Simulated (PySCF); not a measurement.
## Computed structure and properties of [LuH2]+

System: [LuH2]+ (singlet); start: template (C2v). Method: PySCF 2.14.0, RKS PBE0, Lu def2-SVP with ECP28, H def2-SVP; non-relativistic Hamiltonian with scalar-relativistic core potentials where named; density fitting; no spin-orbit coupling.

Input of the relaxation:

```python
mol = gto.M(atom='''
Lu     0.00000     0.00000    -0.00989
H      1.93960    -0.00000     0.85811
H     -1.93960     0.00000     0.85811''',
    basis={'Lu': 'def2-SVP', 'H': 'def2-SVP'},
    ecp={'Lu': 'def2-SVP'},
    charge=1, spin=0)
mf = dft.RKS(mol, xc='PBE0')
mf.grids.atom_grid = (50, 194)  # f atoms: unpruned, at least (60, 302)
mf = mf.density_fit()  # fitting sets: Lu def2-universal-JKFIT, H def2-universal-JKFIT
mf.conv_tol = 1e-08; mf.max_cycle = 55
mf.kernel(dm0)  # dm0: converged density of the start geometry
# quasi-Newton relaxation in Cartesian coordinates to a largest gradient under 0.00045 Eh/bohr, steps kept in the point group
```

Run from Python with OMP_NUM_THREADS=2; the lines above give its settings. Where DIIS fails, smearing, a level shift and second-order steps follow.
It took 12 s on 2 threads of Intel(R) Xeon(R) 6975P-C (Granite Rapids) (shared host), from the converged density of the start.

Course of the relaxation:

```
step  energy above end (eV)  largest force component within the symmetry (eV/Å)
   0                 0.7634                                               1.730
   1                 0.4182                                               1.374
   2                 0.0563                                               0.564
   3                 0.0030                                               0.095
   4                 0.0000                                               0.013
   5                 0.0000                                               0.003
```

Relaxed geometry (C2v):

```xyz
3

Lu    0.0000    0.0000   -0.1844
H     1.4607    0.0000    0.9454
H    -1.4607    0.0000    0.9454
```

```
   contact      Å
Lu1–H2 (H)  1.847
Lu1–H3 (H)  1.847
```

On the finer grid (75, 302):

| Property | Result |
| --- | --- |
| HOMO | -13.09 eV |
| LUMO | -8.15 eV |
| Dipole about the centre of mass | 4.23 D |
| Set of Mulliken populations of Lu1 outside the core potential | s 4.80, p 12.26, d 10.88, f 14.00 |
| D3(BJ) dispersion energy (not in the energies) | -0.019 eV |

| atom | Mulliken (e) | Löwdin (e) | spin (e) |
| --- | --- | --- | --- |
| Lu1 | 1.06 | 1.17 | 0.00 |
| H2 | -0.03 | -0.08 | 0.00 |
| H3 | -0.03 | -0.08 | 0.00 |

On the grid (50, 194), as all that follows. Harmonic modes: a minimum; lowest 604 cm⁻¹ (negative: unstable), highest 1727 cm⁻¹, zero-point energy 0.250 eV.

Taking off one H (charge -1, singlet; the rest: singlet) in vacuum, both parts rigid, costs 16.39 eV; the small basis without counterpoise inflates it. Most of it is the attraction of opposite charges; other ways to part are cheaper, and one spin state was tried for the rest.

Rigid scan of H along the line from its metal:

```csv
distance to H2 (Å),energy (eV)
1.55,0.698
1.65,0.273
1.75,0.060
1.85,0.000
1.95,0.048
2.05,0.173
2.25,0.560
2.55,1.275
2.95,2.204
3.45,3.133
```

One start shape was tried, so this needn't be the lowest isomer.
